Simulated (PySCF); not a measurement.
**Does the structure fit the spectrum?**

A compound C4H11NO3Si gives the data below (simulated from a calculation) and was assigned the structure `CO[Si@@H](N)O[C@H](C)C=O`.

13C{1H} NMR (computed): δ 212.3 (CH), 78.0 (CH), 29.2 (CH3), 19.0 (CH3).

1H NMR (600 MHz, computed): δ 9.82 (d, 1H), 4.71 (m, 1H), 4.65 (s, 1H), 3.98 (br s, 1H), 2.70 (s, 3H), 1.56 (d, 3H), 0.39 (br s, 1H).

- coordinates at the GFN2-xTB level
- GIAO PBE0/pcSseg-1 shieldings
- program: PySCF
- one conformer, fast rotation and ring inversion assumed for equivalent nuclei, non-relativistic Hamiltonian, gas phase

δ = σ(ref) − σ, references computed at the same level: 1H, 13C vs TMS.

Problem. Compare with the shifts computed for the proposed structure, pairing carbons in order of shift.

Solution. Structure with atom numbers: `[CH3:1][O:2][Si@@H:3]([NH2:4])[O:5][C@H:6]([CH3:7])[CH:8]=[O:9]`. Each H is labelled by its parent atom.

```csv
atom,computed for proposal,given list,difference
C8,214.5,212.3,+2.2
C6,75.1,78.0,-2.9
C1,49.7,29.2,+20.5
C7,20.1,19.0,+1.1
```

The rms difference is 10.4 ppm and the largest +20.5 ppm at C1 (methyl carbon bonded to O). The proposal doesn't fit.

Problem. Which isomer fits?

Solution. `CN[Si@@H](O)O[C@@H](C)C=O`.

1. Carbon types of the structure: 2 × CH, 2 × CH3, leaving 3 H on heteroatoms.
2. δC 212.3: aldehyde carbonyl carbon; low-lying n→π* states of the double bond to the heteroatom give a large paramagnetic term (-277 ppm).
3. δC 78.0: sp3 CH bonded to O, α to a carbonyl; the inductive effect lowers its shielding.
4. δH 9.82: hydrogen on an aldehyde carbonyl carbon; the formyl region, downfield of aromatic protons.
5. δH 3.98: hydrogen on an oxygen bonded to Si; exchangeable; this is the value without hydrogen bonding to other molecules.

The data come from this structure; uniqueness wasn't tested.

OH and NH positions are those of a molecule without intermolecular hydrogen bonds; in solution they move with solvent, concentration and temperature, and exchange usually removes their couplings. Shifts are as computed. Against solution values, carbons near 30 ppm lie about +3 ppm off and those near 130 ppm about +5 ppm. Of 1309 compounds with measured shifts, 239 miss one by over three times the rms of a fit or turn the order of signals round; such compounds aren't used in these exercises. No couplings were computed; multiplicities are counted from neighbouring protons, with m where these are inequivalent, close in shift, in a saturated or five-membered ring or joined by F or P, and br s for small geminal =CH2 splittings.
